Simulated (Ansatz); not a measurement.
Stepwise reaction of `N[Si](N)(F)[SiH3]` with hydrogen fluoride, as a gas-phase model of exchange steps in deposition or etching. ΔE in kJ/mol; ΔG adds harmonic PBE0-D4 terms to CCSD(T)/CBS, at 1 bar.

Computed with Ansatz on PBE0-D4/def2-TZVP structures; ΔE is electronic, products minus reactants. CBS: MP2 limit from def2 TZ/QZ plus the TZ coupled-cluster correction, frozen cores. This one scheme is used for every species. Functionals use def2-TZVPP. B3LYP here is the variant with VWN-RPA as its local correlation; programs differ in this. One conformer a species, not always the lowest.

```tsv
step	reaction	PBE-D4	B3LYP-D4	ωB97M-V	CCSD(T)/CBS	ΔG(400 K)
2	`N[Si](F)(F)[SiH3]` + H–F → `F[Si](F)(F)[SiH3]` + NH₃	-80.2	-85.2	-85.1	-83.5	-76.3
```

Problem. Give the row of step 1, `N[Si](N)(F)[SiH3]` + H–F → `N[Si](F)(F)[SiH3]` + NH₃. (Best estimate.)

Solution. Ansatz gave: 
```json
{"step": "1", "reaction": "`N[Si](N)(F)[SiH3]` + H–F → `N[Si](F)(F)[SiH3]` + NH₃", "PBE-D4": "-79.2", "B3LYP-D4": "-85.8", "ωB97M-V": "-85.5", "CCSD(T)/CBS": "-82.1", "ΔG(400 K)": "-83.6"}
```

Problem. By hand: ΔE of the 2 steps together at CCSD(T)/CBS.

Solution. (-82.1) + (-83.5) = -165.6 kJ/mol, or -82.8 kJ/mol a step.

In ΔE the steps differ by no more than 1.4 kJ/mol. All are downhill at CCSD(T)/CBS. ΔG lies between -83.6 and -76.3 kJ/mol a step. PBE-D4 differs from CCSD(T)/CBS by 2.9 to 3.3 kJ/mol a step. Only this route is followed, and other bonds may react first. Isolated molecules leave out the surface, adducts and barriers. Largest T1 diagnostic: 0.013.
